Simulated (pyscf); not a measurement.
PySCF, gas phase, ωB97X-D3(BJ)/def2-SVP geometries. Correlated levels are frozen-core, on RHF or UHF. ΔMP2 is the change of the MP2 total energy from the triple- to the quadruple-zeta basis.

SMILES: ClB(Cl)NB
```xyz
8

B     -0.4046    -1.4102     0.9205
N     -0.4333    -0.8110    -0.3709
B     -1.2634     0.2418    -0.8504
Cl    -1.0736     0.7845    -2.5169
Cl    -2.4680     1.0189     0.1558
H     -1.1591    -1.0216     1.7744
H      0.3872    -2.3010     1.1190
H      0.2225    -1.1725    -1.0589
```
Charge 0, spin multiplicity 1.

**Question.** How much does it cost (ΔH, 298 K, CCSD(T)/def2-TZVPP + ΔMP2(QZVPP)) to split `[BH2][NH][B]([Cl])[Cl]` at its B–N bond into BH₂• + •HN–B(Cl)–Cl?

**Answer.** B–N to BH₂• + •HN–B(Cl)–Cl: 144.1 kcal/mol. The radicals are drawn with the spin at the cut bond; how far it spreads was not checked. Other isomers of •HN–B(Cl)–Cl were not searched in full and may lie lower. The CCSD(T) − MP2 part came from Ansatz, without density fitting, on the same reference.
